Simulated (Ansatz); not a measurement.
`[OH][SnH2][Cl]` → Cl• + 3 H• + O• + Sn•  (atomization)

Gas-phase electronic energies from Ansatz, PBE0-D4/def2-TZVP geometries. CBS: MP2 limit from def2 TZ/QZ plus the TZ coupled-cluster correction, frozen cores. This one scheme is used for every species, atoms too. Functionals use def2-TZVPP. Open shells (•) are unrestricted, without spin–orbit coupling. Spin–orbit coupling would lower the free atoms: a little for Cl, O; strongly for Sn. def2 core potentials past Kr. Bonds to Sn are less sure, by a few kJ/mol each and by 10 to 20 or more in all where they break to atoms, as the def2 sets lack core-valence functions. Each species was taken in one conformer, which may not be the lowest.

| level | ΔE (eV) |
| --- | --- |
| r2SCANh-D4 | 17.10 |
| CAM-B3LYP | 17.12 |
| MP2/def2-TZVPP | 17.03 |
| CCSD/def2-TZVPP | 16.56 |

Q: What does CCSD(T)/CBS give? (Best estimate.)

A: The calculation gave: +17.56 eV. The listed levels differ from it by -0.46, -0.44, -0.53, -1.00 eV.

Largest T1 diagnostic among the species: 0.013.

From BLYP to BHLYP (50 % exact exchange), in def2-TZVPP and without D4, ΔE moves by −0.50 eV: exact exchange takes away binding that semilocal exchange gives to molecules. Leaving LDA and LC-ωPBE aside and taking each functional with its dispersion term where it has one, the values, not all of them listed here, spread over 1.17 eV, from BHLYP-D4 to B97M-V. LDA lies +2.73 eV from PBE without D4, its usual overbinding.

For atomizations the MP2-based limit and the directly extrapolated one differ by several kJ/mol either way, and by 10 to 25 for some Ge, Se and Sn compounds, so smaller differences from it don't rank the levels.
